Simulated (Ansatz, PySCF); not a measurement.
Process, species as SMILES: C[SiH](C)[SiH3] -> C[SiH](C)[SiH2] + H atom (the H-Si bond at the site shown breaks; other sites are not compared here)
Structures are relaxed separately at B3LYP-D3(BJ)/def2-TZVP in Ansatz (a first-principles code), one conformer each, not searched for the lowest. Frequencies are from Ansatz or PySCF.

Wanted: bond dissociation energy (enthalpy at 298 K, with B3LYP-D3(BJ) rigid-rotor harmonic-oscillator terms), in kcal/mol. Valence correlation only, unless marked. UHF or UKS for open shells. No spin-orbit coupling. Non-relativistic. CBS marks a two-point X^-3 extrapolation of the correlation energy; Hartree-Fock from the larger set.

| level | program | bond dissociation energy (kcal/mol) |
|---|---|---|
| HF/cc-pV(D+d)Z | Ansatz | 68.1 |
| PBE-D3(BJ)/def2-TZVPD | Ansatz + dftd3 | 83.2 |
| revPBE-D3(BJ)/def2-TZVPD | Ansatz + dftd3 | 82.1 |
| wB97M-V/def2-TZVPD | Ansatz | 88.8 |
| wB97X-V/def2-TZVPD | Ansatz | 89.0 |
| RPA@PBE/cc-pV(T+d)Z | Ansatz | 86.0 |
| RI-MP2/aug-cc-pV(Q+d)Z | Ansatz | 86.2 |

Task: What does CCSD(T)/CBS(cc-pV(T+d)Z,cc-pV(Q+d)Z) (Ansatz) give?

Result: 88.7 kcal/mol, so RI-MP2/aug-cc-pV(Q+d)Z differs from it by -2.5 kcal/mol.
